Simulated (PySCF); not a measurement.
**Electron correlation in Ti²⁺ (titanium, charge +2)**

[Ar] 3d1 4s1, high-spin 3D determinant (an excited configuration). All numbers are calculated (PySCF 2.14, scalar relativity by spin-free X2C-1e, in x2c-TZVPPall with one added diffuse shell each of s, p, d, f type (7s6p5d3f1g, 80 functions)). Frozen: [Ne]; 10 electrons correlated.

```tsv
level	correlation energy (mhartree)
CCSD	-257.20
(T)	-5.44
CCSD(T)	-262.64
```

Diagnostics: T1 = 0.0064, D1 = 0.0240, largest double amplitude 0.037.

Cost of the coupled-cluster step: about 30 core-seconds, for 10 correlated electrons.

Iterations:

```
CC2 = 0
CCSD nocc = (np.int64(6), np.int64(4)), nmo = (75, 75)
frozen orbitals [[0, 1, 2, 3, 4], [0, 1, 2, 3, 4]]
max_cycle = 100
direct = 0
conv_tol = 1e-08
conv_tol_normt = 1e-06
diis_space = 8
diis_start_cycle = 0
Init t2, MP2 energy = -0.232624235085913
Init E_corr(UCCSD) = -0.232624235355455
cycle = 1  E_corr(UCCSD) = -0.252455391452801  dE = -0.0198311561  norm(t1,t2) = 0.032067
cycle = 2  E_corr(UCCSD) = -0.256107351496085  dE = -0.00365196004  norm(t1,t2) = 0.00992651
cycle = 3  E_corr(UCCSD) = -0.256713075323448  dE = -0.000605723827  norm(t1,t2) = 0.00865017
cycle = 4  E_corr(UCCSD) = -0.257295635100789  dE = -0.000582559777  norm(t1,t2) = 0.012161
cycle = 5  E_corr(UCCSD) = -0.257222240883152  dE = 7.33942176e-05  norm(t1,t2) = 0.00112688
cycle = 6  E_corr(UCCSD) = -0.257191568100868  dE = 3.06727823e-05  norm(t1,t2) = 0.000412399
cycle = 7  E_corr(UCCSD) = -0.25720485424723  dE = -1.32861464e-05  norm(t1,t2) = 0.000150205
cycle = 8  E_corr(UCCSD) = -0.257204686040969  dE = 1.68206262e-07  norm(t1,t2) = 2.28908e-05
cycle = 9  E_corr(UCCSD) = -0.25720455882481  dE = 1.27216158e-07  norm(t1,t2) = 5.71564e-06
cycle = 10  E_corr(UCCSD) = -0.257204594979964  dE = -3.61551531e-08  norm(t1,t2) = 1.71124e-06
cycle = 11  E_corr(UCCSD) = -0.257204591585521  dE = 3.39444267e-09  norm(t1,t2) = 5.54187e-07
UCCSD converged
E(UCCSD) = -852.1461458179662  E_corr = -0.2572045915855208
UCCSD(T) correction = -0.00544163466109916
```

This basis was not built for core-valence correlation, so the inner-shell part is incomplete.
